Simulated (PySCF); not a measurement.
**Molecular orbitals of BiB**

LDA at R = 2.145 Å; PySCF, scalar-relativistic core potentials, basis sets Bi def2-SVP with ECP60, B def2-SVP. State: ³Π (triplet), unpaired electrons σ ↑, π ↑. Only the outer orbitals are listed, counted within each symmetry, core potentials removing the inner ones.

```tsv
spin	orbital	occ.	ε (eV)	on Bi (%)	main shells (%)
α	5σ	1	-15.69	87	85 Bi s, 10 B s
α	6σ	1	-9.59	35	65 B s, 24 Bi p, 10 Bi s
α	3π	1	-6.08	68	67 Bi p, 32 B p
α	7σ	1	-5.80	33	51 B p, 31 Bi p, 16 B s
α	3π	1	-5.50	63	62 Bi p, 37 B p
α	4π	0	-3.10	35	65 B p, 33 Bi p
α	4π	0	-2.67	40	60 B p, 38 Bi p
α	8σ	0	0.50	67	70 Bi p, 34 B p
β	5σ	1	-15.19	88	87 Bi s, 8 B s
β	6σ	1	-8.57	43	56 B s, 32 Bi p, 9 Bi s
β	3π	1	-5.09	75	74 Bi p, 25 B p
β	3π	0	-5.18	76	76 Bi p, 24 B p
β	7σ	0	-4.17	28	38 B p, 34 B s, 28 Bi p
β	4π	0	-1.91	27	73 B p, 24 Bi p
```

Task: Which are the highest filled and the lowest empty level, where do they sit, and how wide is the gap?

Result: Highest filled β 3π at -5.09 eV (in %: 74 Bi p, 25 B p); lowest empty β 3π at -5.18 eV (in %: 76 Bi p, 24 B p); the gap at LDA is -0.09 eV. Both belong to one degenerate shell, split only by its one-sided filling, so this is no excitation gap.

| Item | Value |
| --- | --- |
| bond order (Mayer) | 2.21 |
| ⟨S²⟩ | 2.016 |
| charge on Bi (Mulliken, basis-dependent) | 0.11 |
| charge on Bi (Löwdin, basis-dependent) | 0.21 |
| dipole moment (positive dipole means Bi(−)B(+)) | -1.33 D |

Spin–orbit coupling is left out, which matters for elements this heavy, above all for dissociation energies. Counting both spins, an empty level lies below a filled one in this solution, because spin and occupation are held. The state is the lowest determinant that a PBE0 search found; another state may lie lower at other levels.
